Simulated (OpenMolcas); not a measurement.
## Fe5+: effect of the basis set

| Item | Value |
| --- | --- |
| Program | OpenMolcas 26.06 |
| Method | SS-CASPT2, IPEA 0.25 Eh, imaginary shift 0.1 Eh (closed shells correlated: 3s 3p) |
| Active space | 3 electrons in 5 orbitals (3d) |
| State averaging | 2S+1 = 4 even, 10 roots; 2S+1 = 2 even, 40 roots |
| Spin-orbit coupling | state interaction with AMFI integrals over the reference wave functions, term energies averaged over their components |

A. ANO-R1 [5s4p2d1f], X2C, finite nucleus; CASPT2 step of the order of 3 core-seconds
B. ANO-RCC-VTZP [6s5p3d2f1g], DKH2, point nucleus; CASPT2 step of the order of 10 core-seconds
C. ANO-L-VTZP [6s5p3d2f1g], non-relativistic, point nucleus; CASPT2 step roughly 8 core-seconds
D. ANO-R2 [6s5p4d2f1g], X2C, finite nucleus; CASPT2 step about 15 core-seconds
E. ANO-RCC-VQZP [7s6p4d3f2g1h], DKH2, point nucleus; CASPT2 step roughly 22 core-seconds
F. ANO-R3 [7s5p5d3f2g1h], X2C, finite nucleus; CASPT2 step roughly 23 core-seconds

Energies in cm⁻¹ above 3d³ ⁴F_3/2, the measured ground level; measured values from Corliss and Sugar, J. Phys. Chem. Ref. Data 11, 135 (1982).

```
               Level      A      B      C      D      E      F  Measured
          3d³ ⁴F_3/2    0.0    0.0    0.0    0.0    0.0    0.0       0.0
          3d³ ⁴F_5/2    523    544    560    516    520    526       511
          3d³ ⁴F_7/2   1227   1275   1311   1210   1220   1232      1188
          3d³ ⁴F_9/2   2090   2170   2230   2060   2070   2090      2001
          3d³ ⁴P_1/2  19900  19610  19770  19380  19630  19390     18738
          3d³ ⁴P_3/2  20100  19820  19980  19580  19830  19580     18942
          3d³ ⁴P_5/2  20720  20460  20640  20190  20450  20210     19611
          3d³ ²G_7/2  21680  21080  21240  20900  20890  20590     20616
          3d³ ²G_9/2  22400  21820  21990  21600  21600  21310     21315
3d³ ²D_3/2(1) [63 %]  28290  27890  28010  27460  27540  27200          
          3d³ ²P_1/2  29650  28870  29110  28350  28410  28160     26496
       3d³ ²D_5/2(1)  29840  29670  29780  29180  29290  28920     28484
          3d³ ²H_9/2  30080  29160  29410  28940  28920  28600     28724
         3d³ ²H_11/2  30600  29690  29960  29450  29440  29120     29203
   3d³ ²P_3/2 [63 %]  31010  30450  30680  29880  29960  29690          
          3d³ ²F_7/2  48850  47830  48080  47270  47330  46930     46217
          3d³ ²F_5/2  49150  48140  48400  47570  47630  47240     46604
       3d³ ²D_5/2(2)  75890  75190  75410  74090  74290  73610     71708
       3d³ ²D_3/2(2)  76250  75560  75800  74440  74640  73970     72049
```

Deviations, from unrounded energies. A percentage is the sum of absolute deviations over the sum of measured energies, with the sign that they share, or ± where signs differ.

```tsv
Against measurement	Levels	A	B	C	D	E	F
mean absolute deviation (cm-1)	16	1700	1200	1300	770	860	600
fine structure of the ground term (%)	3	+3.8	+7.7	+10.7	+2.2	+3.1	+4.1
other terms of the ground configuration (%)	13	+5.9	+4.1	+4.7	+2.7	+3.0	±2.1
```

F lies closest to measurement on these levels and A furthest from it. The largest miss of F in the table is 3d³ ²D_3/2(2), by +1900 cm-1. The ranking rests on the paired levels alone, and a cruder setting can come out closer through cancelling errors.

The two smallest mean deviations differ by little beside CASPT2's spread within terms, so their order carries little weight.

Among A to F the level of the table that moves most is 3d³ ²D_3/2(2), by 2300 cm-1 (lowest in F, highest in A). Moves below CASPT2's spread within the term are not significant.

CASPT2 does not keep the components of a term degenerate, so their means are used; among the terms shown or strongly mixed into the levels shown the widest spread is 1100 cm-1 (3d³ ²H, A). The CASPT2 spread within a term exceeds the gap to the next term for 3d³ ²P and 3d³ ²H, so the order of their levels is uncertain (figures for A; the like holds for B, C, D, E, F). The basis is small and was not contracted for so high a charge (holds for A). Computed and measured levels are paired by configuration, term and J; levels that our copy of the source lacks, or whose pairing is in doubt (as where it misses far off the trend of its configuration), stay unpaired and out of the deviations. Only configurations of the active space appear.

A share in square brackets marks a mixed level and gives the weight of the term that names it, the lowest over the columns. A number in round brackets counts repeated terms of one configuration in the order of the reference energies.
